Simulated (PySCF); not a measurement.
Compound: C₆H₆FN.
Atom-mapped SMILES: `[NH2:1][c:2]1[cH:3][cH:4][c:5]([F:6])[cH:7][cH:8]1`

Geometry (PBE0-D3(BJ)/def2-SVP, Å), atoms numbered from 1 in this order:
```xyz
14
C6H6FN angstrom
N      2.430   -0.053    0.109
C      1.055    0.087    0.038
C      0.445    1.341    0.217
C     -0.939    1.476    0.195
C     -1.734    0.356   -0.008
F     -3.066    0.485   -0.033
C     -1.161   -0.896   -0.187
C      0.224   -1.027   -0.163
H      2.971    0.781   -0.073
H      2.816   -0.874   -0.339
H      1.069    2.224    0.381
H     -1.412    2.451    0.333
H     -1.807   -1.762   -0.345
H      0.672   -2.015   -0.301
```

Definitions: NICS(0) = −σiso at the ring centroid; NICS(1) = −σiso and NICS(1)zz = −σzz at ±1 Å along the ring normal z. Level: GIAO PBE0/pcSseg-1 (PySCF, non-relativistic, gas phase) on the PBE0-D3(BJ)/def2-SVP geometry, one conformer.

Ring bond lengths (Å), with Mayer bond orders in brackets: C2–C3 1.405 (1.35), C3–C4 1.391 (1.45), C4–C5 1.388 (1.42), C5–C7 1.389 (1.42), C7–C8 1.391 (1.45), C8–C2 1.405 (1.35).

Q: Give the NICS values of each ring in ppm.

A: 
```
             ring                                              type  NICS(0)  NICS(1), two faces  NICS(1)zz, two faces  rms pucker (Å)  centre to ring atoms, mean (Å)
C2–C3–C4–C5–C7–C8  6-membered carbocycle; formal bonds all aromatic    -10.1       -10.3 / -10.6         -24.5 / -24.9            0.00                            1.39
```

Q: What can be read from them?

A: 
- C2–C3–C4–C5–C7–C8: mean NICS(1)zz -24.7 ppm, shielded, aromatic by this magnetic criterion (flat ring, no four-coordinate atom).

Q: How equal are the bonds by HOMA? HOMA takes Krygowski's 1993 parameters.

A: 
- C2–C3–C4–C5–C7–C8: HOMA 0.97 = 1 − EN − GEO, with mean bond length 1.395 Å, EN = α(Ropt − mean)² = 0.013 and GEO = α × variance = 0.014. The geometric and the magnetic index point the same way.

Q: List the ring angles and the Hirshfeld charges of the ring atoms.

A: 
- C2–C3–C4–C5–C7–C8: C2 118.0° (+0.045 e), C3 121.1° (-0.072 e), C4 119.6° (-0.069 e), C5 120.7° (+0.066 e), C7 119.6° (-0.069 e), C8 121.1° (-0.072 e); sum 720.0° against 720° for a flat convex ring.

Q: How shielded are the nuclei of the rings and their hydrogens (means over atoms taken as equivalent)?

A: 
| atoms | environment | σ isotropic (ppm) | principal values of the symmetric part, first atom (ppm) |
| --- | --- | --- | --- |
| C2 | aromatic carbon bearing nitrogen | 37.0 | -53.3, 11.0, 153.3 |
| C3 (×2) | aromatic CH carbon | 67.1 | -16.9, 58.1, 160.1 |
| C4 (×2) | aromatic CH carbon | 62.9 | -24.2, 48.1, 164.8 |
| C5 | aromatic C–F carbon | 22.4 | -57.3, 36.7, 87.8 |
| H11 (×2) | aromatic hydrogen | 24.78 | 21.0, 25.2, 28.2 |
| H12 (×2) | aromatic hydrogen | 24.34 | 21.1, 25.0, 26.9 |

Q: How do the values depend on the level or the medium?

A: 
| level | NICS(0), C2–C3–C4–C5–C7–C8 | mean NICS(1)zz, C2–C3–C4–C5–C7–C8 |
| --- | --- | --- |
| PBE0/pcSseg-1, gas | -10.1 | -24.7 |
| wB97X-D/pcSseg-1, gas | -10.2 | -25.1 |
| BLYP/pcSseg-1, gas | -9.4 | -22.8 |
| BP86/pcSseg-1, gas | -9.4 | -22.9 |
| KT2/pcSseg-1, gas | -9.8 | -23.0 |
| KT3/pcSseg-1, gas | -9.9 | -23.1 |
| OPBE/pcSseg-1, gas | -9.6 | -23.3 |
| PBE/pcSseg-1, gas | -9.3 | -22.9 |

The geometry is the same throughout.
